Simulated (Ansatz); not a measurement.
`S=CBS`. The species carries charge 0 and has multiplicity 1.

```tsv
atom	x (Å)	y (Å)	z (Å)
S1	0.645	-1.105	2.012
C2	0.275	0.227	1.175
B3	0.147	0.142	-0.366
S4	-1.320	-0.551	-1.081
H5	0.184	1.185	1.695
H6	1.030	0.542	-1.063
H7	-0.961	-0.440	-2.371
```

Q: What are the harmonic wavenumbers in cm⁻¹ at PBE0-D4/def2-TZVP (Ansatz, finite differences of forces, unscaled)? (Best estimate.)

A: Ansatz gave: 33, 150, 275, 486, 682, 768, 796, 897, 934, 1076, 1155, 1302, 2638, 2710, 3069.

Q: Is this a minimum?

A: Yes, all 15 modes are real.

Q: Give the ideal-gas thermochemistry at 298.15 K and 1 bar (rigid rotor, harmonic oscillator; point group C1, symmetry number 1).

A: Zero-point energy 101.5 kJ/mol; H(298) − E = 118.4 kJ/mol; entropy 323.4 J/(mol·K), of which translation 165.0, rotation 109.3, vibration 49.1; G(298) − E = 22.0 kJ/mol. Modes under 100 cm⁻¹ are hindered rotations or soft bends, so the harmonic entropy is rough.

Q: And at 400, 500, 600, 800 and 1000 K?

A: 
```
T (K)  H − E (kJ/mol)  S (J/mol/K)  G − E (kJ/mol)
  400           127.1        348.4           -12.3
  500           136.8        370.1           -48.2
  600           147.5        389.5           -86.2
  800           170.8        423.0          -167.6
 1000           196.1        451.2          -255.1
```

Q: Rotational constants (cm⁻¹)?

A: 0.4947, 0.06821, 0.06289.
